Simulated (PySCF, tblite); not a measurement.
Isomers of C6H12FNSi2, one GFN2-xTB conformer each. Single-point energies are computed at PBE0/pcSseg-1 (PySCF, gas phase, no added dispersion term), electronic only.

Task: Rank them by PBE0/pcSseg-1 energy, lowest first (kJ/mol).
A. `[CH2:1]=[C:2]([CH3:3])[Si@@H:4]([C:5]#[N:6])[CH2:7][C@@H:8]([F:9])[SiH3:10]` with C1–C2–Si4–C5 145°, C2–Si4–C7–C8 61°, Si4–C7–C8–F9 56°
B. `[CH2:1]=[C:2]([F:3])[CH2:4][Si@:5]([CH3:6])([SiH3:7])[CH2:8][C:9]#[N:10]` with C1–C2–C4–Si5 -112°, C2–C4–Si5–C6 67°, C4–Si5–C8–C9 63°

Result: B (0.0), A (53.7).

As drawn, the lower has an Si–Si bond, which the higher lacks. GFN2-xTB itself gives, in the same order: 0.0, 29.1. Both levels put the same isomer lowest.

Task: Which frontier levels, dipoles and rotational constants go with these structures?

Result: 
```
                            SMILES  HOMO (eV, PBE0/pcSseg-1)  LUMO (eV)  dipole (D)       A, B, C (MHz)
       C=C(F)C[Si@](C)([SiH3])CC#N                     -7.36      -0.18        4.76  1134, 635.0, 598.5
C=C(C)[Si@@H](C#N)C[C@@H](F)[SiH3]                     -8.00      -0.83        3.84  1292, 525.0, 449.5
```

Task: What happens when harmonic zero-point energies from GFN2-xTB frequencies are added?

Result: 
```tsv
SMILES	ZPE (kJ/mol)	electronic (kJ/mol)	with ZPE (kJ/mol)
C=C(F)C[Si@](C)([SiH3])CC#N	414.2	0.0	0.0
C=C(C)[Si@@H](C#N)C[C@@H](F)[SiH3]	411.2	53.7	50.8
```

The zero-point energies span 3.0 kJ/mol. The order is unchanged.
